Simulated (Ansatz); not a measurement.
`C[SiH2][GaH2]` + `CN[SiH3]` → `C[SiH2]N(C)[SiH3]` + `[GaH3]` at 700 K and 1 bar (cleavage of the Si–Ga bond).

Calculated with Ansatz (gas phase, PBE0-D4/def2-TZVP geometries, no zero-point term in ΔE). CCSD(T)/CBS is the MP2 limit (def2-TZVPP, def2-QZVPP) plus CCSD(T) − MP2 in def2-TZVPP, frozen cores. For Ga outer-core shells are correlated without core-valence functions, which leaves a few kJ/mol of doubt a bond. Scalar relativity is left out up to krypton. Each species was taken in one conformer, which may not be the lowest.

```tsv
species	CCSD(T)/CBS energy (Eh)	H − E (kJ/mol)	S (J/(mol·K))
`C[SiH2][GaH2]`	-2255.26778	249.5	458.1
`CN[SiH3]`	-386.04948	271.2	396.1
`C[SiH2]N(C)[SiH3]`	-715.62877	430.8	562.7
`[GaH3]`	-1925.70545	80.8	262.3
```

H − E and S are ideal-gas, rigid-rotor, harmonic terms from PBE0-D4/def2-TZVP, for one conformer and one mirror image of each species. 1 Eh = 2625.50 kJ/mol, R = 8.31446 J/(mol·K).

**Question.** By hand: ΔE, ΔH, ΔS and ΔG.

**Answer.** ΔE = (-715.62877) + (-1925.70545) − (-2255.26778) − (-386.04948) = -0.01696 Eh = -44.5 kJ/mol. Δ(H − E) = 430.8 + 80.8 − 249.5 − 271.2 = -9.1, so ΔH = -53.6 kJ/mol. ΔS = 562.7 + 262.3 − 458.1 − 396.1 = -29.2 J/(mol·K). ΔG = -53.6 − 700 × (-29.2)/1000 = -33.2 kJ/mol.

**Question.** By hand: the equilibrium constant, and the temperature at which ΔG would vanish if ΔH and ΔS stayed fixed.

**Answer.** log₁₀ K = −ΔG/(RT ln 10) = 2.5. ΔG = 0 at ΔH/ΔS = 1836 K.

TΔS isn't small against ΔH here. A doubt of 5 kJ/mol in ΔE shifts log₁₀ K by 0.4 here. Other conformers and mirror images would add mixing entropy, several J/(mol·K) or more a flexible species. Modes under 60 cm⁻¹, often nearly free rotors, make the harmonic entropy too high. These are equilibria of isolated gas molecules and say nothing of rates. Largest T1 diagnostic: 0.013 (customary marks: 0.02 for closed shells, 0.045 for open ones).
